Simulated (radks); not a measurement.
Problem. Lu+, 70 electrons, occupied as [Xe] 4f14 6s2. Method: scalar-relativistic Kohn-Sham, PBEsol, spin-unpolarised, spherical densities, point nucleus; hard spherical wall at 4 bohr; computed with a radial shooting solver on a logarithmic mesh with Libxc functionals. Some entries of the table are withheld. Estimate them.

orbital  occ.  eigenvalue (eV)  <1/r> (bohr^-1)
1s          2        -63226.04            82.21
2s          2        -10766.10              (1)
2p          6        -9472.301            17.55
3s          2        -2442.679            7.090
3p          6        -2054.513              (2)
3d         10              (3)              (4)
4s          2        -489.1535            3.001
4p          6        -361.7901            2.734
4d         10        -195.7568            2.420
5s          2              (5)            1.133
5p          6         -36.0267           0.9370
4f         14              (6)            1.826
5d          0          -3.9792           0.6350
6s          2          -2.2941           0.5317
6p          0           7.8997           0.5391
7s          0          45.3141           0.6113

Solution. 
(1) 2s <1/r> (bohr^-1): 19.18
(2) 3p <1/r> (bohr^-1): 6.587
(3) 3d eigenvalue (eV): -1588.514
(4) 3d <1/r> (bohr^-1): 6.236
(5) 5s eigenvalue (eV): -65.3691
(6) 4f eigenvalue (eV): -13.7185
